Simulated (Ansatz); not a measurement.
Input for Ansatz (an electronic-structure program): U-CCSD(T)/def2-SVP on O2Re (SMILES [O]=[Re]=[O]), 2S+1 = 4, a spin state set in the input, which need not be the lowest. Elements past Kr take the def2 small-core potentials; no spin–orbit coupling.

Ansatz 0.2 input:
```yaml
crystal:
  periodic: [false, false, false]
  atoms:
    - {symbol: Re, position_ang: [0.26356743, -0.21307944, 0.26536463]}
    - {symbol: O, position_ang: [1.05421212, 0.31999985, -1.16098427]}
    - {symbol: O, position_ang: [-1.35094827, -0.05954881, 0.82530001]}
basis:
  gaussian:
    orbitals: def2-SVP
magnetization: {spin_polarized: true, initial_magnetization: 3}
correlation: {method: ccsd_t, electrons: valence}
```

It printed:

```
WARN ansatz: RAYON_NUM_THREADS=1 ignored (pool sized by the plan → 1); use --threads N
Functional definition: HF
integrals: 0.05 GiB planned
569 factors; integrals over basis functions are off by at most 9.2e-4 eV
mean field: 0.13 GiB planned
mean field evaluation 1: about -6170.8252 eV, gradient 4.5e1 eV
mean field evaluation 2: about -6170.8383 eV, gradient 4.5e1 eV
mean field evaluation 4: about -6178.8986 eV, gradient 3.3e0 eV
mean field evaluation 8: about -6179.2084 eV, gradient 6.9e-1 eV
mean field evaluation 16: about -6179.2643 eV, gradient 1.4e-1 eV
mean field evaluation 32: about -6179.2657 eV, gradient 6.9e-6 eV
mean field evaluation 64: about -6179.2657 eV, gradient 3.9e-3 eV
mean field evaluation 96: about -6179.2885 eV, gradient 3.5e-1 eV
mean field evaluation 128: about -6176.0844 eV, gradient 2.6e0 eV
mean field evaluation 160: about -6176.2340 eV, gradient 3.3e0 eV
mean field evaluation 192: about -6174.4243 eV, gradient 4.3e0 eV
mean field evaluation 224: about -6175.5908 eV, gradient 1.4e-3 eV
mean field evaluation 256: about -6175.3784 eV, gradient 3.6e0 eV
mean field evaluation 288: about -6175.7292 eV, gradient 4.5e0 eV
mean field evaluation 320: about -6176.3082 eV, gradient 2.5e-1 eV
mean field evaluation 352: about -6176.6198 eV, gradient 2.3e-4 eV
mean field evaluation 384: about -6175.8478 eV, gradient 2.0e-2 eV
mean field evaluation 416: about -6174.6875 eV, gradient 9.3e0 eV
mean field evaluation 448: about -6176.6730 eV, gradient 1.5e-1 eV
mean field evaluation 480: about -6176.6313 eV, gradient 1.9e0 eV
mean field evaluation 512: about -6175.2853 eV, gradient 3.8e-2 eV
mean field evaluation 544: about -6175.1674 eV, gradient 1.0e0 eV
mean field evaluation 576: about -6174.2665 eV, gradient 1.8e0 eV
mean field evaluation 608: about -6175.0442 eV, gradient 7.9e-2 eV
mean field evaluation 640: about -6172.8687 eV, gradient 8.0e0 eV
mean field evaluation 672: about -6172.2267 eV, gradient 1.1e-3 eV
mean field evaluation 704: about -6176.8825 eV, gradient 2.6e-1 eV
mean field evaluation 736: about -6177.0261 eV, gradient 1.7e0 eV
mean field evaluation 768: about -6176.8194 eV, gradient 1.3e0 eV
mean field evaluation 800: about -6175.4348 eV, gradient 1.6e-3 eV
mean field evaluation 832: about -6176.6930 eV, gradient 2.8e0 eV
mean field evaluation 864: about -6176.6198 eV, gradient 2.3e-4 eV
mean field -6179.29895215 eV, -227.0850480123 hartree, gradient 3.0e-6 eV, S^2 4.111691; 17 other end points of the search recorded, 0 dependent functions left out
determinant -6179.29895215 eV, -227.0850480123 hartree, with singles and doubles -6197.68583602 eV, -227.7607535314 hartree
determinant -6179.26571912 eV, -227.0838267208 hartree, with singles and doubles -6197.72253080 eV, -227.7621020398 hartree
determinant -6176.88552236 eV, -226.9963561034 hartree, with singles and doubles -6193.81401376 eV, -227.6184666878 hartree
determinant -6176.88551129 eV, -226.9963556967 hartree, with singles and doubles -6193.81352587 eV, -227.6184487582 hartree
determinant -6176.88010224 eV, -226.9961569175 hartree, with singles and doubles -6193.46229674 eV, -227.6055413257 hartree
determinant -6176.67375310 eV, -226.9885737267 hartree, with singles and doubles -6194.27191222 eV, -227.6352941457 hartree
determinant -6176.61975707 eV, -226.9865894090 hartree, with singles and doubles -6194.75332236 eV, -227.6529856420 hartree
determinant -6176.53885553 eV, -226.9836163324 hartree, with singles and doubles -6193.92890557 eV, -227.6226888840 hartree
determinant -6176.31277559 eV, -226.9753080479 hartree, with singles and doubles -6194.20791664 eV, -227.6329423517 hartree
determinant -6175.84779839 eV, -226.9582204508 hartree, with singles and doubles -6193.49632501 eV, -227.6067918414 hartree
determinant -6179.29895215 eV, -227.0850480123 hartree, with singles and doubles -6197.73523717 eV, -227.7625689903 hartree
determinant -6179.26571912 eV, -227.0838267208 hartree, with singles and doubles -6197.73600621 eV, -227.7625972520 hartree
2 core orbitals not correlated
reference -6179.26571912 eV, -227.0838267208 hartree; 15, 12 occupied and 43, 46 virtual orbitals, 569 factors
second order -19.72621629 eV of doubles, -0.00000000 eV of singles
coupled cluster: 0.21 GiB planned
cycle   1  -18.47029691 eV  change   -9.8e-6 eV  update   3.7e-6
coupled cluster: 0.21 GiB planned
perturbative correction -1.05902206 eV, -0.0389183430 hartree
Total energy: -6198.79503809 eV, -227.8015159558 hartree
```

The calculation finished and met its thresholds. Its determinant has ⟨S²⟩ = 3.88, a mixture of spin states.

Cost: about 26 core-seconds (a rough figure).
